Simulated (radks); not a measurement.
Values are calculated unless marked as measured or tabulated.
Species: Sc II. Configuration: [Ne] 3s2 3p5 3d1 4s2 (not the ground configuration).

Code: a radial shooting solver on a logarithmic mesh with Libxc functionals. Model: scalar-relativistic Kohn-Sham, BLYP, spin-polarised, spherical densities, finite nucleus; open shells are filled with parallel spins first; Fermi nuclear charge, rms radius 3.5459 fm.

Energy parts (eV):
total: -20759.005
kinetic: 20918.881
electron-nucleus: -49036.266
Hartree: 8410.105
exchange-correlation: -1051.724

Orbitals (lengths in bohr, moments of r in powers of bohr; r(max) is where P^2 peaks):
| orbital | occ. | eigenvalue (eV) | <r^4> | r(max) | <1/r> | <r^2> |
|---|---|---|---|---|---|---|
| 1s up | 1 | -4416.734 | 0.0001326 | 0.04780 | 20.77 | 0.007175 |
| 1s down | 1 | -4416.394 | 0.0001325 | 0.04780 | 20.77 | 0.007174 |
| 2s up | 1 | -490.7777 | 0.03452 | 0.2835 | 4.296 | 0.1397 |
| 2s down | 1 | -490.2089 | 0.03437 | 0.2835 | 4.298 | 0.1395 |
| 2p up | 3 | -405.0981 | 0.02830 | 0.2320 | 4.203 | 0.1169 |
| 2p down | 3 | -404.4629 | 0.02816 | 0.2320 | 4.204 | 0.1167 |
| 3s up | 1 | -69.7821 | 2.624 | 0.9179 | 1.332 | 1.280 |
| 3s down | 1 | -67.3166 | 2.698 | 0.9185 | 1.327 | 1.294 |
| 3p up | 3 | -48.0255 | 3.848 | 0.9526 | 1.211 | 1.498 |
| 3p down | 2 | -45.6830 | 4.050 | 0.9544 | 1.203 | 1.528 |
| 3d up | 1 | -15.9688 | 14.64 | 1.007 | 0.9135 | 2.542 |
| 3d down | 0 | -14.1193 | 18.67 | 1.021 | 0.8857 | 2.821 |
| 4s up | 1 | -11.5493 | 179.0 | 2.693 | 0.4278 | 10.78 |
| 4s down | 1 | -11.2138 | 193.0 | 2.748 | 0.4179 | 11.21 |

The highest occupied level is 4s down at -11.214 eV. The configuration is held as typed, so some empty levels lie below it. Spin moment in Bohr magnetons: 2. Summed over all electrons, <r^2> = 35.65 bohr^2, which gives a Langevin (diamagnetic) susceptibility term of -28.2 x 10^-6 cm^3/mol. The electron density at the nucleus is 7309 e/bohr^3 (large components only).
